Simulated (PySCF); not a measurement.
How methods differ on the ionisation energy of Au

Au [Xe] 4f14 5d10 6s1 (2S) → Au⁺ [Xe] 4f14 5d10 (1S), as a difference of total energies. Calculation: PySCF 2.14, in def2-TZVP with the def2 core potential (60 electrons) (6s4p3d1f, 40 functions); scalar relativity through the core potential. Correlated levels: valence: 5s2 5p6 frozen. The calculations carry no spin-orbit coupling.

| method | ionisation energy (eV) |
| --- | --- |
| UHF | 7.684 |
| MN15 | 9.496 |
| M06-L | 8.885 |
| MP2 (valence) | 8.876 |
| SCS-MP2 (valence) | 8.717 |
| CCSD (valence) | 8.712 |
| CCSD(T) (valence) | 8.740 |

Errors of the correlated levels include the incompleteness of this basis and the frozen core.

**Question.** Which method comes closest to the reference value, and which is furthest?

**Answer.** The reference is 9.226 eV (measured; NIST Atomic Spectra Database, ionization energies). Closest: MN15 (error 0.270 eV); furthest: UHF (error -1.542 eV).
